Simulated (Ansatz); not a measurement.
Method: Ansatz (a first-principles code) with frozen-core CCSD(T)/cc-pVTZ // B3LYP-D3(BJ)/def2-TZVP.

Ansatz 0.2 input:
```yaml
crystal:
  periodic: [false, false, false]
  atoms:
    - { symbol: O, position_ang: [-1.62882, 0.685523, 0.263705] }
    - { symbol: C, position_ang: [-0.641739, 0.102679, -0.060361] }
    - { symbol: Se, position_ang: [1.105118, 0.458927, 0.723646] }
    - { symbol: H, position_ang: [-0.615436, -0.688385, -0.828663] }
    - { symbol: H, position_ang: [1.780875, -0.558742, -0.098328] }
basis:
  gaussian: { orbitals: cc-pVTZ }
correlation:
  method: ccsd_t
```

Output:

```
Functional definition: HF
795 factors; integrals over basis functions are off by at most 6.6e-4 eV
mean field evaluation 1: about -68401.1686 eV, gradient 3.5e1 eV
mean field evaluation 2: about -68401.2866 eV, gradient 3.6e1 eV
mean field evaluation 4: about -68404.0907 eV, gradient 3.2e0 eV
mean field evaluation 8: about -68404.1717 eV, gradient 5.4e-1 eV
mean field evaluation 16: about -68404.1751 eV, gradient 1.9e-6 eV
mean field -68404.17513778 eV, -2513.8070702981 hartree, gradient 1.9e-6 eV, S^2 0.000000; 0 other end points of the search recorded, 0 dependent functions left out
11 core orbitals not correlated
reference -68404.17513778 eV, -2513.8070702981 hartree; 14, 14 occupied and 106, 106 virtual orbitals, 795 factors
second order -16.69630898 eV of doubles, -0.00000000 eV of singles
cycle   1  -16.48529990 eV  change    2.1e-1 eV  update   1.1e-1
cycle   2  -16.97867627 eV  change   -4.9e-1 eV  update   3.6e-2
cycle   3  -17.10462295 eV  change   -1.3e-1 eV  update   2.0e-2
cycle   4  -17.08892801 eV  change    1.6e-2 eV  update   5.8e-3
cycle   5  -17.08727869 eV  change    1.6e-3 eV  update   2.9e-3
cycle   6  -17.08873186 eV  change   -1.5e-3 eV  update   1.1e-3
cycle   7  -17.08792164 eV  change    8.1e-4 eV  update   4.9e-4
cycle   8  -17.08783451 eV  change    8.7e-5 eV  update   1.9e-4
cycle   9  -17.08789430 eV  change   -6.0e-5 eV  update   6.5e-5
cycle  10  -17.08787898 eV  change    1.5e-5 eV  update   2.6e-5
perturbative correction -0.78778721 eV, -0.0289506458 hartree
Total energy: -68422.05080396 eV, -2514.4639889139 hartree
```

Cost: roughly 12 core-seconds.
